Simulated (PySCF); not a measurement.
Lowest empty level (eV) of eight compounds of closed-shell metals: PBE beside PBE0, computed with PySCF for isolated molecules in the bases named; differences from unrounded values. The eight are the first of their class met in an unordered collection, after screening for sound electronic states; none was chosen by its value. Each molecule has one DFT geometry for both levels.

| molecule | basis | PBE0 |
|---|---|---|
| CH6GaNO2, SMILES C[O][Ga]([NH2])[OH] | def2-TZVP | -0.45 |
| Ga(Cl)(OMe)(NH2) (CH5ClGaNO), SMILES C[O][Ga]([NH2])[Cl] | def2-TZVP | -0.69 |
| C₃H₉AlO, SMILES [Al]([OH])([CH3])[CH2]C | def2-TZVP | 0.06 |
| Al(H)(Et)(vinyl) (C₄H₉Al), SMILES C=[CH][AlH][CH2]C | def2-TZVP | -1.43 |
| Zn(SH)(SMe) (CH₄S₂Zn), SMILES C[S][Zn][SH] | def2-TZVP | -0.92 |
| C₂H₉AlN₂, SMILES C[N](C)[AlH][NH2] | def2-TZVP | 0.27 |
| Ga(F)2(OSiH3) (F2GaH3OSi), SMILES [F][Ga]([F])[O][SiH3] | def2-TZVP | -2.02 |
| Al(H)(OH)(nPr) (C₃H₉AlO), SMILES [OH][AlH][CH2]CC | def2-TZVP | -0.52 |

Problem. Estimate the PBE values and say how PBE differs from PBE0 over the set. (An estimate is asked for; the answer gives what the named calculation found.)

Solution. 
```
molecule                                                    PBE  difference
--------------------------------------------------------  -----  ----------
CH6GaNO2, SMILES C[O][Ga]([NH2])[OH]                      -1.38       -0.92
Ga(Cl)(OMe)(NH2) (CH5ClGaNO), SMILES C[O][Ga]([NH2])[Cl]  -1.63       -0.94
C₃H₉AlO, SMILES [Al]([OH])([CH3])[CH2]C                   -0.72       -0.79
Al(H)(Et)(vinyl) (C₄H₉Al), SMILES C=[CH][AlH][CH2]C       -2.27       -0.84
Zn(SH)(SMe) (CH₄S₂Zn), SMILES C[S][Zn][SH]                -1.74       -0.82
C₂H₉AlN₂, SMILES C[N](C)[AlH][NH2]                        -0.48       -0.75
Ga(F)2(OSiH3) (F2GaH3OSi), SMILES [F][Ga]([F])[O][SiH3]   -3.02       -1.00
Al(H)(OH)(nPr) (C₃H₉AlO), SMILES [OH][AlH][CH2]CC         -1.28       -0.76
```
PBE lies below PBE0 in 8 and above it in 0 of the eight; the mean signed difference is -0.85 and the largest -1.00 eV.
